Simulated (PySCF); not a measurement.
A geometry optimisation, step by step.

Species: C₂H₈ClPPb.
Numbering: `[CH3:1][CH2:2][Pb@@H:3]([PH2:4])[Cl:5]` (hydrogens: H6, H7, H8 on C1; H9, H10 on C2; H11 on Pb3; H12, H13 on P4)

Computed by this run: PBE0-D3(BJ)/def2-SVP geometry optimisation, gas phase, def2 core potentials past Kr (PySCF 2.14.0); density fitting, grid level 1; the optimiser is geomeTRIC in internal coordinates, started from a GFN2-xTB structure with every atom displaced at random (about 0.01 Å). The frame can shift and turn from step to step; on so coarse a grid that alone can change the energy by a few meV, and forces under 0.02 eV/Å are noise.

Step 0: E = -29245.7443 eV, largest atomic force 2.036 eV/Å
```
atom  x, y, z in Å  |  force x, y, z in eV/Å
C1     -2.091   -0.549   -0.475   -0.302   1.562  -0.126
C2     -1.055   -0.753    0.559    0.976   0.845   0.357
Pb3     0.723    0.772    0.205    0.089  -0.401  -0.108
P4      3.308    0.415    0.937   -1.232   0.068   1.619
Cl5     0.919    0.782   -2.310   -0.109  -0.036   0.371
H6     -1.709   -0.633   -1.484    0.293  -0.133  -0.602
H7     -2.537    0.467   -0.392    0.034  -0.325  -0.075
H8     -2.894   -1.253   -0.359   -0.777  -0.725   0.117
H9     -0.623   -1.737    0.522    0.523  -0.727   0.040
H10    -1.395   -0.541    1.578    0.020   0.071   0.143
H11     0.213    2.457    0.555    0.047  -0.130  -0.009
H12     3.743    1.253   -0.055    0.351   0.924  -1.050
H13     3.405   -0.696    0.126    0.085  -0.993  -0.677
```

Step 1: E = -29245.9994 eV, largest atomic force 0.390 eV/Å
```
atom  x, y, z in Å  |  force x, y, z in eV/Å
C1     -2.038   -0.522   -0.482   -0.213   0.120   0.003
C2     -0.965   -0.709    0.561    0.340   0.180  -0.051
Pb3     0.701    0.804    0.196    0.085  -0.185   0.094
P4      3.182    0.349    0.968   -0.386   0.032  -0.041
Cl5     0.817    0.787   -2.290    0.009  -0.010   0.029
H6     -1.644   -0.605   -1.503    0.052  -0.048  -0.035
H7     -2.514    0.468   -0.402   -0.011   0.008   0.007
H8     -2.839   -1.270   -0.358    0.000  -0.054  -0.005
H9     -0.494   -1.701    0.523    0.048  -0.001   0.013
H10    -1.306   -0.513    1.588   -0.018  -0.011   0.029
H11     0.212    2.479    0.544    0.030  -0.020   0.013
H12     3.641    1.219   -0.066    0.045   0.019  -0.030
H13     3.253   -0.802    0.126    0.019  -0.028  -0.028
```

Step 2: E = -29246.0169 eV, largest atomic force 0.171 eV/Å
```
atom  x, y, z in Å  |  force x, y, z in eV/Å
C1     -2.027   -0.513   -0.477   -0.138  -0.035   0.001
C2     -0.935   -0.687    0.554    0.051   0.022   0.011
Pb3     0.698    0.800    0.194   -0.017   0.163  -0.049
P4      3.116    0.327    0.963    0.043  -0.053   0.001
Cl5     0.825    0.782   -2.288    0.007  -0.003  -0.017
H6     -1.636   -0.599   -1.502    0.009  -0.008   0.004
H7     -2.518    0.470   -0.396    0.021  -0.006   0.014
H8     -2.812   -1.277   -0.344    0.013  -0.002  -0.011
H9     -0.452   -1.674    0.513   -0.030  -0.017   0.007
H10    -1.270   -0.497    1.584   -0.025  -0.048   0.012
H11     0.225    2.475    0.550    0.021  -0.006   0.003
H12     3.604    1.197   -0.061    0.028  -0.004   0.019
H13     3.189   -0.821    0.115    0.019  -0.003   0.006
```

Step 3: E = -29246.0218 eV, largest atomic force 0.101 eV/Å
```
atom  x, y, z in Å  |  force x, y, z in eV/Å
C1     -2.045   -0.516   -0.471   -0.018  -0.015   0.003
C2     -0.936   -0.679    0.548    0.032   0.047   0.000
Pb3     0.705    0.816    0.183   -0.076   0.038  -0.054
P4      3.118    0.312    0.964    0.019  -0.053   0.003
Cl5     0.838    0.799   -2.300   -0.008  -0.004   0.007
H6     -1.663   -0.602   -1.499   -0.005   0.005   0.004
H7     -2.543    0.462   -0.385    0.012  -0.002   0.006
H8     -2.819   -1.290   -0.329    0.016   0.004   0.001
H9     -0.453   -1.665    0.503   -0.004  -0.004  -0.001
H10    -1.269   -0.496    1.581    0.005  -0.022   0.009
H11     0.247    2.492    0.545    0.014   0.006   0.002
H12     3.634    1.182   -0.046    0.008  -0.003   0.016
H13     3.192   -0.833    0.112    0.005   0.002   0.004
```

Step 4: E = -29246.0255 eV, largest atomic force 0.076 eV/Å
```
atom  x, y, z in Å  |  force x, y, z in eV/Å
C1     -2.061   -0.513   -0.459    0.075  -0.008   0.006
C2     -0.930   -0.657    0.539   -0.037  -0.025   0.019
Pb3     0.705    0.838    0.162    0.016   0.010  -0.034
P4      3.107    0.270    0.963   -0.045  -0.026   0.004
Cl5     0.837    0.820   -2.320   -0.015  -0.001   0.012
H6     -1.695   -0.595   -1.494   -0.013   0.017   0.005
H7     -2.571    0.458   -0.363   -0.010   0.008  -0.003
H8     -2.816   -1.301   -0.303   -0.002   0.011   0.005
H9     -0.441   -1.640    0.486    0.014   0.004  -0.005
H10    -1.250   -0.487    1.579    0.021   0.004  -0.001
H11     0.276    2.519    0.535    0.014   0.002  -0.005
H12     3.670    1.140   -0.020   -0.007   0.000   0.005
H13     3.176   -0.868    0.101   -0.012   0.004  -0.010
```

Step 5: E = -29246.0272 eV, largest atomic force 0.122 eV/Å
```
atom  x, y, z in Å  |  force x, y, z in eV/Å
C1     -2.073   -0.503   -0.439    0.122   0.007   0.010
C2     -0.917   -0.631    0.534   -0.060  -0.065   0.024
Pb3     0.709    0.867    0.133   -0.008  -0.025  -0.005
P4      3.075    0.206    0.955   -0.011  -0.004   0.019
Cl5     0.830    0.844   -2.347   -0.018   0.000   0.005
H6     -1.727   -0.577   -1.482   -0.013   0.018   0.003
H7     -2.596    0.458   -0.329   -0.023   0.009  -0.004
H8     -2.808   -1.306   -0.269   -0.021   0.010   0.007
H9     -0.421   -1.610    0.467    0.028   0.014  -0.011
H10    -1.219   -0.476    1.581    0.024   0.032  -0.009
H11     0.328    2.554    0.519    0.004   0.002  -0.013
H12     3.698    1.075    0.007   -0.007   0.000  -0.005
H13     3.125   -0.917    0.074   -0.015   0.003  -0.020
```

Step 6: E = -29246.0279 eV, largest atomic force 0.071 eV/Å
```
atom  x, y, z in Å  |  force x, y, z in eV/Å
C1     -2.071   -0.496   -0.426    0.061   0.011   0.008
C2     -0.909   -0.624    0.538   -0.035  -0.059   0.017
Pb3     0.709    0.874    0.122    0.021  -0.014   0.014
P4      3.064    0.178    0.943   -0.011   0.005   0.010
Cl5     0.810    0.845   -2.358   -0.013  -0.001  -0.001
H6     -1.734   -0.563   -1.471   -0.005   0.008   0.001
H7     -2.597    0.464   -0.308   -0.013   0.003   0.002
H8     -2.805   -1.300   -0.254   -0.017   0.003   0.004
H9     -0.408   -1.601    0.465    0.013   0.012  -0.009
H10    -1.199   -0.470    1.589    0.008   0.025  -0.006
H11     0.346    2.565    0.506   -0.001   0.004  -0.013
H12     3.704    1.046    0.007   -0.002   0.002  -0.009
H13     3.096   -0.936    0.051   -0.007   0.002  -0.017
```

Step 7: E = -29246.0281 eV, largest atomic force 0.027 eV/Å
```
atom  x, y, z in Å  |  force x, y, z in eV/Å
C1     -2.067   -0.488   -0.409   -0.025   0.011   0.000
C2     -0.903   -0.625    0.550    0.013  -0.008   0.003
Pb3     0.709    0.874    0.116    0.013   0.002   0.023
P4      3.062    0.164    0.922    0.001   0.000  -0.005
Cl5     0.781    0.833   -2.365   -0.004  -0.003  -0.008
H6     -1.735   -0.549   -1.456    0.003  -0.004   0.001
H7     -2.590    0.473   -0.285    0.002  -0.003   0.007
H8     -2.807   -1.288   -0.239    0.001  -0.004   0.002
H9     -0.400   -1.600    0.471   -0.004   0.002  -0.001
H10    -1.183   -0.467    1.602   -0.005   0.005   0.001
H11     0.358    2.569    0.490   -0.003  -0.001  -0.009
H12     3.703    1.032   -0.013    0.003   0.003  -0.007
H13     3.076   -0.944    0.020    0.005   0.001  -0.006
```

Step 8: E = -29246.0282 eV, largest atomic force 0.043 eV/Å
```
atom  x, y, z in Å  |  force x, y, z in eV/Å
C1     -2.067   -0.484   -0.395   -0.043   0.004  -0.003
C2     -0.900   -0.626    0.558    0.021   0.018  -0.004
Pb3     0.711    0.872    0.112    0.009   0.000   0.012
P4      3.068    0.159    0.904    0.004   0.000  -0.012
Cl5     0.762    0.823   -2.370    0.001  -0.003  -0.005
H6     -1.740   -0.543   -1.443    0.003  -0.006   0.002
H7     -2.588    0.478   -0.266    0.007  -0.004   0.006
H8     -2.809   -1.282   -0.224    0.008  -0.005   0.002
H9     -0.397   -1.600    0.475   -0.010  -0.004   0.003
H10    -1.173   -0.464    1.612   -0.005  -0.005   0.004
H11     0.363    2.569    0.479   -0.003   0.002  -0.004
H12     3.704    1.029   -0.033    0.002   0.002  -0.003
H13     3.073   -0.945   -0.004    0.007   0.001  -0.001
```

Step 9: E = -29246.0284 eV, largest atomic force 0.026 eV/Å
```
atom  x, y, z in Å  |  force x, y, z in eV/Å
C1     -2.069   -0.484   -0.392   -0.026   0.003   0.001
C2     -0.901   -0.626    0.559    0.013   0.018  -0.005
Pb3     0.712    0.870    0.112    0.004  -0.003   0.007
P4      3.071    0.161    0.899    0.003  -0.001  -0.010
Cl5     0.760    0.820   -2.370    0.000  -0.003  -0.003
H6     -1.743   -0.544   -1.441    0.001  -0.004   0.003
H7     -2.589    0.478   -0.263    0.004  -0.002   0.005
H8     -2.811   -1.282   -0.220    0.007  -0.004   0.003
H9     -0.399   -1.601    0.477   -0.007  -0.004   0.004
H10    -1.173   -0.464    1.613   -0.002  -0.005   0.003
H11     0.363    2.567    0.478   -0.002   0.002  -0.003
H12     3.705    1.032   -0.039    0.000   0.002  -0.002
H13     3.079   -0.944   -0.007    0.005   0.001  -0.002
```

Step 10: E = -29246.0286 eV, largest atomic force under 0.02 eV/Å
```
atom  x, y, z in Å  |  force x, y, z in eV/Å
C1     -2.072   -0.484   -0.388   -0.007   0.002   0.005
C2     -0.901   -0.626    0.561    0.005   0.013  -0.005
Pb3     0.713    0.868    0.111    0.000  -0.005   0.001
P4      3.076    0.163    0.893    0.001  -0.001  -0.005
Cl5     0.758    0.816   -2.371   -0.001  -0.002  -0.001
H6     -1.748   -0.545   -1.438   -0.001  -0.002   0.003
H7     -2.590    0.479   -0.258    0.000   0.000   0.003
H8     -2.813   -1.281   -0.214    0.003  -0.002   0.003
H9     -0.401   -1.602    0.478   -0.004  -0.004   0.004
H10    -1.172   -0.463    1.615    0.002  -0.004   0.003
H11     0.364    2.565    0.477    0.000   0.002  -0.003
H12     3.706    1.035   -0.047   -0.001   0.002  -0.002
H13     3.085   -0.942   -0.013    0.002   0.001  -0.003
```

Problem. Summarise the path.

Solution. The energy falls by 27.43 kJ/mol from step 0 to step 10; nine tenths of that is first reached at step 2. It falls at every step. The largest force goes from 2.036 to under 0.02 eV/Å. Among the bonds Pb3–P4 changes most (a near tie, within 0.001 Å, with another), from 2.710 to 2.587 Å; the atoms move by 0.197 Å rms after alignment.

Problem. Follow the three bonds and two angles with the largest change from start to end.

Solution. 
| step | E above end (kJ/mol) | largest force (eV/Å) | Pb3–P4 (Å) | C2–Pb3 (Å) | P4–H12 (Å) | C2–Pb3–P4 (°) | C2–Pb3–H11 (°) |
| --- | --- | --- | --- | --- | --- | --- | --- |
| 0 | 27.43 | 2.036 | 2.710 | 2.368 | 1.370 | 126.2 | 111.2 |
| 1 | 2.82 | 0.390 | 2.638 | 2.280 | 1.427 | 121.7 | 113.1 |
| 2 | 1.13 | 0.171 | 2.581 | 2.238 | 1.429 | 120.9 | 113.6 |
| 3 | 0.66 | 0.101 | 2.586 | 2.250 | 1.429 | 120.2 | 113.9 |
| 4 | 0.30 | 0.076 | 2.595 | 2.247 | 1.429 | 118.4 | 114.8 |
| 5 | 0.13 | 0.122 | 2.590 | 2.247 | 1.428 | 115.8 | 116.1 |
| 6 | 0.07 | 0.071 | 2.590 | 2.244 | 1.428 | 114.7 | 116.7 |
| 7 | 0.05 | 0.027 | 2.587 | 2.244 | 1.428 | 114.2 | 117.1 |
| 8 | 0.04 | 0.043 | 2.586 | 2.244 | 1.428 | 114.2 | 117.2 |
| 9 | 0.02 | 0.026 | 2.586 | 2.245 | 1.428 | 114.3 | 117.1 |
| 10 | 0.00 | under 0.02 | 2.587 | 2.245 | 1.428 | 114.5 | 117.0 |

What follows is the cost of the whole optimisation. Time: 99 s; peak memory 0.57 GiB. Hardware: one thread of an Arm Neoverse V1, shared host with 32 logical CPUs at a one-minute load of 16.
